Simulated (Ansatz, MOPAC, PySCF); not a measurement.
Noncovalent pair: C2H3N (SMILES CC#N) (first 6 atoms) with CH5N (SMILES CN); geometry from B3LYP-D3(BJ)/def2-TZVP, rigid monomers moved along the line of their centres of mass till H5···N8 is 2.30 Å.
(charge 0, multiplicity 1):
```xyz
13

C      0.1925     1.3018     0.1628
C     -0.6366     0.1087     0.1424
N     -1.2926    -0.8356     0.1621
H     -0.2892     2.1057    -0.3942
H      0.3242     1.6020     1.2047
H      1.1636     1.0938    -0.2870
C      0.5983    -0.5315     3.2935
N     -0.4098     0.5110     3.0878
H      1.5211    -0.0765     3.6574
H      0.8172    -1.0080     2.3374
H      0.3064    -1.3193     3.9991
H     -0.6553     0.9503     3.9669
H     -1.2583     0.1039     2.7109
```

Interaction energies are E(AB) − E(A) − E(B) at the monomers' geometry in the complex; basis-set methods are counterpoise corrected.

Cores are frozen in the correlated methods. Rows in 6-31G* carry no dispersion term and start afresh at each structure (6-31G* with six Cartesian d functions). The state that PM6, PM7 reach isn't checked; PM7 holds dispersion and hydrogen-bond terms.

Run with Ansatz (a program for electronic structure) with Gaussian orbitals; MOPAC for PM6, PM7 (differences of heats of formation); PySCF for 6-31G* rows, the dispersion terms. Values without a source in brackets are computed.

```json
[
 {"level": "PM6", "interaction energy (meV)": "-109.6"},
 {"level": "PM7", "interaction energy (meV)": "-164.2"},
 {"level": "HF/6-31G*", "interaction energy (meV)": "-19.1"},
 {"level": "PBE0-D3(BJ)/def2-TZVPPD", "interaction energy (meV)": "-182.2"},
 {"level": "wB97X-V/def2-TZVPPD", "interaction energy (meV)": "-168.6"},
 {"level": "wB97M-V/def2-TZVPPD", "interaction energy (meV)": "-177.2"},
 {"level": "SCS-MP2/aug-cc-pVDZ", "interaction energy (meV)": "-95.2"},
 {"level": "CCSD/aug-cc-pVDZ", "interaction energy (meV)": "-103.7"},
 {"level": "CCSD(T)/aug-cc-pVDZ", "interaction energy (meV)": "(withheld)"}
]
```

**Question.** Complete the blanks.

**Answer.** 
- CCSD(T)/aug-cc-pVDZ, interaction energy (meV): -126.8
